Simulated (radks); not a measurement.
Values are calculated unless marked as measured or tabulated.
Coulomb parameter of the 5d shell of the tungsten ion W3+ in the model configuration [Xe] 4f14 5d1 6p2, as a second difference U = [E(n + 1) + E(n - 1) - 2 E(n)] / (1)^2 with all orbitals relaxed. "Bare": the charge of the atom changes with n. "Screened": the 6p shell takes up the change at fixed total charge, which measures U(5d,5d) + U(6p,6p) - 2 U(5d,6p). Code: a radial shooting solver on a logarithmic mesh with Libxc functionals. Model: Dirac Kohn-Sham, BLYP, spin-unpolarised, spherical densities, point nucleus; open shells are shared between the two j in proportion to 2j + 1.

| case | configuration | E - E(n) (eV) |
|---|---|---|
| start | [Xe] 4f14 5d1 6p2 | 0.000 |
| bare +1 | [Xe] 4f14 5d2 6p2 | -32.089 |
| bare -1 | [Xe] 4f14 6p2 | 44.370 |
| screened +1 | [Xe] 4f14 5d2 6p1 | -12.725 |
| screened -1 | [Xe] 4f14 6p3 | 14.707 |

U(bare) = 12.281 eV, U(screened by 6p) = 1.982 eV.
